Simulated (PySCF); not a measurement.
## Correlation energy of Al⁺ (aluminium, charge +1)

[Ne] 3p2, high-spin 3P determinant (an excited configuration). Computed with PySCF 2.14 in dyall-acv3z (19s12p6d4f, 113 functions), with the non-relativistic Hamiltonian (point nucleus). Frozen: 1s2; 10 electrons correlated; the 18 highest virtual orbitals of each spin left out.

```tsv
level	correlation energy (mhartree)
CCSD	-296.89
(T)	-2.51
CCSD(T)	-299.40
```

Diagnostics: T1 = 0.0051, D1 = 0.0152, largest double amplitude 0.048.

Cost of the coupled-cluster step: of the order of 90 core-seconds, for 10 correlated electrons.
